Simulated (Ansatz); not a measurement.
Computed with PBE-D3(BJ)/def2-SVP (Ansatz, a first-principles code). No frequencies were computed at this level.

Ansatz 0.2 input:
```yaml
crystal:
  periodic: [false, false, false]
  atoms:
    - { symbol: Ga, position_ang: [0.015584, -0.059709, -0.018961] }
    - { symbol: F, position_ang: [-1.224379, -0.979118, 0.793515] }
    - { symbol: F, position_ang: [-0.135955, 0.112088, -1.748255] }
    - { symbol: F, position_ang: [1.633339, -0.178982, 0.622582] }
    - { symbol: C, position_ang: [0.453117, 2.816336, -0.002269] }
    - { symbol: N, position_ang: [-0.488707, 1.872458, 0.594593] }
    - { symbol: C, position_ang: [-0.411768, 1.938289, 2.051963] }
    - { symbol: C, position_ang: [-1.848097, 2.167845, 0.148512] }
    - { symbol: H, position_ang: [0.218241, 3.842898, 0.294727] }
    - { symbol: H, position_ang: [0.408125, 2.730188, -1.088821] }
    - { symbol: H, position_ang: [1.465024, 2.564954, 0.318417] }
    - { symbol: H, position_ang: [-1.099993, 1.208755, 2.481048] }
    - { symbol: H, position_ang: [-0.667035, 2.939622, 2.411647] }
    - { symbol: H, position_ang: [0.599617, 1.68174, 2.370281] }
    - { symbol: H, position_ang: [-2.1498, 3.173873, 0.455246] }
    - { symbol: H, position_ang: [-1.894703, 2.087162, -0.938367] }
    - { symbol: H, position_ang: [-2.533542, 1.434101, 0.574926] }
basis:
  gaussian: { orbitals: def2-svp }
hamiltonian:
  xc: pbe
  dispersion: d3bj
relax:
  max_steps: 150
```

Output:

```
Functional definition: PBE
1967 factors; their error is unknown
mean field evaluation 1: about -65227.1547 eV, gradient 8.8e1 eV
mean field evaluation 2: about -65195.9984 eV, gradient 1.6e2 eV
mean field evaluation 4: about -65242.1047 eV, gradient 6.7e0 eV
mean field evaluation 8: about -65242.1962 eV, gradient 1.5e-1 eV
mean field evaluation 16: about -65242.0882 eV, gradient 3.1e-3 eV
mean field -65242.08815214 eV, -2397.6025169154 hartree, gradient 4.3e-5 eV, S^2 0.000000; 0 other end points of the search recorded, 0 dependent functions left out
reference -65242.08819810 eV, -2397.6025186045 hartree; 46, 46 occupied and 129, 129 virtual orbitals, 1967 factors
relax step   1: F+E_penalty+E_count = -65242.51384654 eV  Δ(F+E_penalty+E_count) = +0.000e0 eV  max|allowed force component| = 9.190e-1 eV/Å  Δτ_max = 0.0000 Å  (30 SCF iters, accepted)
these checks for a lower state are left out or cut short: starts, cluster_reference, orbital_swaps, neighbouring_geometries, increment
1967 factors; their error is unknown
mean field -65242.19242815 eV, -2397.6063489880 hartree, gradient 8.9e-6 eV, S^2 0.000000; 0 other end points of the search recorded, 0 dependent functions left out
reference -65242.19247411 eV, -2397.6063506770 hartree; 46, 46 occupied and 129, 129 virtual orbitals, 1967 factors
relax step   2: F+E_penalty+E_count = -65242.61628801 eV  Δ(F+E_penalty+E_count) = -1.024e-1 eV  max|allowed force component| = 4.401e-1 eV/Å  Δτ_max = 0.0470 Å  (31 SCF iters, accepted)
these checks for a lower state are left out or cut short: starts, cluster_reference, orbital_swaps, neighbouring_geometries, increment
1967 factors; their error is unknown
mean field evaluation 32: about -65242.2119 eV, gradient 2.9e-3 eV
mean field -65242.21193513 eV, -2397.6070658566 hartree, gradient 9.3e-6 eV, S^2 0.000000; 0 other end points of the search recorded, 0 dependent functions left out
reference -65242.21198116 eV, -2397.6070675481 hartree; 46, 46 occupied and 129, 129 virtual orbitals, 1967 factors
relax step   3: F+E_penalty+E_count = -65242.63432268 eV  Δ(F+E_penalty+E_count) = -1.803e-2 eV  max|allowed force component| = 8.541e-2 eV/Å  Δτ_max = 0.0193 Å  (31 SCF iters, accepted)
these checks for a lower state are left out or cut short: starts, cluster_reference, orbital_swaps, neighbouring_geometries, increment
1967 factors; their error is unknown
mean field -65242.21183316 eV, -2397.6070621091 hartree, gradient 9.4e-6 eV, S^2 0.000000; 0 other end points of the search recorded, 0 dependent functions left out
reference -65242.21187910 eV, -2397.6070637975 hartree; 46, 46 occupied and 129, 129 virtual orbitals, 1967 factors
relax step   4: F+E_penalty+E_count = -65242.63498001 eV  Δ(F+E_penalty+E_count) = -6.573e-4 eV  max|allowed force component| = 3.911e-2 eV/Å  Δτ_max = 0.0161 Å  (31 SCF iters, accepted)
these checks for a lower state are left out or cut short: starts, cluster_reference, orbital_swaps, neighbouring_geometries, increment
1967 factors; their error is unknown
mean field -65242.21221285 eV, -2397.6070760624 hartree, gradient 9.4e-6 eV, S^2 0.000000; 0 other end points of the search recorded, 0 dependent functions left out
reference -65242.21225883 eV, -2397.6070777521 hartree; 46, 46 occupied and 129, 129 virtual orbitals, 1967 factors
relax step   5: F+E_penalty+E_count = -65242.63519915 eV  Δ(F+E_penalty+E_count) = -2.191e-4 eV  max|allowed force component| = 1.217e-2 eV/Å  Δτ_max = 0.0056 Å  (32 SCF iters, accepted)
these checks for a lower state are left out or cut short: starts, cluster_reference, orbital_swaps, neighbouring_geometries, increment
1967 factors; their error is unknown
mean field -65242.21219616 eV, -2397.6070754490 hartree, gradient 2.1e-5 eV, S^2 0.000000; 0 other end points of the search recorded, 0 dependent functions left out
reference -65242.21224214 eV, -2397.6070771387 hartree; 46, 46 occupied and 129, 129 virtual orbitals, 1967 factors
relax step   6: F+E_penalty+E_count = -65242.63521196 eV  Δ(F+E_penalty+E_count) = -1.281e-5 eV  max|allowed force component| = 2.503e-3 eV/Å  Δτ_max = 0.0010 Å  (23 SCF iters, accepted)
1967 factors; their error is unknown
mean field evaluation 64: about -65242.3207 eV, gradient 1.5e-1 eV
mean field -65242.21219616 eV, -2397.6070754490 hartree, gradient 2.1e-5 eV, S^2 0.000000; 1 other end points of the search recorded, 0 dependent functions left out
reference -65242.21224214 eV, -2397.6070771387 hartree; 46, 46 occupied and 129, 129 virtual orbitals, 1967 factors
Total energy: -65242.63525794 eV, -2397.6226226828 hartree
Atom 0 at     0.004175    -0.015703    -0.005046 Å, force     0.000280    -0.000969    -0.000329 eV/Å
Atom 1 at    -1.254030    -0.960815     0.825062 Å, force     0.000537     0.000581    -0.000212 eV/Å
Atom 2 at    -0.153751     0.149786    -1.769432 Å, force    -0.000090     0.000086     0.000831 eV/Å
Atom 3 at     1.656857    -0.143215     0.641291 Å, force    -0.000726     0.000277    -0.000291 eV/Å
Atom 4 at     0.479662     2.822939    -0.019740 Å, force     0.001529     0.002021    -0.000492 eV/Å
Atom 5 at    -0.494851     1.896323     0.602114 Å, force     0.000255    -0.000990    -0.000320 eV/Å
Atom 6 at    -0.407425     1.924317     2.080839 Å, force    -0.000349     0.000578     0.002503 eV/Å
Atom 7 at    -1.874978     2.160029     0.132263 Å, force    -0.002154     0.001153    -0.000816 eV/Å
Atom 8 at     0.264158     3.874338     0.268836 Å, force    -0.000647    -0.000222     0.000412 eV/Å
Atom 9 at     0.421981     2.711728    -1.118683 Å, force    -0.000361    -0.000502     0.000059 eV/Å
Atom 10 at     1.496852     2.540105     0.309962 Å, force    -0.000232    -0.000827     0.000058 eV/Å
Atom 11 at    -1.103549     1.168862     2.490807 Å, force     0.000110    -0.000502    -0.000702 eV/Å
Atom 12 at    -0.665066     2.932003     2.472456 Å, force    -0.000085     0.000290    -0.000732 eV/Å
Atom 13 at     0.622397     1.653151     2.379694 Å, force     0.000141    -0.000175    -0.000595 eV/Å
Atom 14 at    -2.205228     3.178743     0.429470 Å, force     0.000676     0.000132     0.000390 eV/Å
Atom 15 at    -1.899164     2.059871    -0.968995 Å, force     0.000631    -0.000599     0.000027 eV/Å
Atom 16 at    -2.548972     1.400039     0.569886 Å, force     0.000483    -0.000331     0.000208 eV/Å
Dipole moment:    -0.308737     1.183092     0.375671 e Å
```

Cost: about 80 core-seconds (a rough figure).
